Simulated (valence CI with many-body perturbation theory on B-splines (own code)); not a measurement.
# Which ion has this spectrum?

A relativistic CI+MBPT calculation for an atom or ion with 33 electrons gives these levels (cm⁻¹):

```tsv
J	Parity	E	g
3/2	odd	0.0	2.00
3/2	odd	13214	0.83
5/2	odd	13816	1.20
1/2	odd	23085	0.67
3/2	odd	23933	1.31
5/2	even	83553	1.60
3/2	even	85245	1.73
1/2	even	86095	2.67
1/2	even	95140	2.57
3/2	even	96630	1.72
5/2	even	98553	1.59
1/2	even	98770	0.76
3/2	even	100087	1.15
3/2	even	101119	1.00
```

The energies are calculated, with errors of about 170 cm⁻¹, more in some levels.

(1) Which is it?
A. Kr3+
B. Se+
C. Br2+
D. As

Answers

(1) B. Se+, ground level 4s2 4p3 4S°_3/2.
